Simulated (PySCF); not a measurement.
Working out the ionisation energy of Re

Re [Xe] 4f14 5d5 6s2 (6S) → Re⁺ [Xe] 4f14 5d5 6s1 (7S). Calculation: PySCF 2.14, in x2c-TZVPPall; the spin-free X2C one-electron Hamiltonian (Gaussian nucleus). Frozen: [Xe] 4f14. Energies in hartree (1 hartree = 27.21139 eV):

```csv
part,Re (lower),Re⁺ (upper)
UHF,-16688.226996,-16688.007902
MP2 opposite-spin,-0.049461,0.000000
MP2 same-spin,-0.068268,-0.068177
```

Task: What does Hartree-Fock give?

Result: (-16688.007902) − (-16688.226996) = 0.219094 hartree = 5.962 eV.

Task: What do MP2 and SCS-MP2 (6/5 opposite-spin, 1/3 same-spin) give?

Result: The opposite-spin parts differ by 1.346 eV and the same-spin parts by 0.002 eV. MP2: 5.962 + (1.346) + (0.002) = 7.310 eV. SCS-MP2: 5.962 + 1.2 × (1.346) + (0.002)/3 = 7.578 eV.

Measured between the centres of the two terms (NIST): 7.834 eV, so MP2 (valence) is off by -0.524 eV.

What remains against the reference includes basis incompleteness, the frozen core and correlation beyond second order.
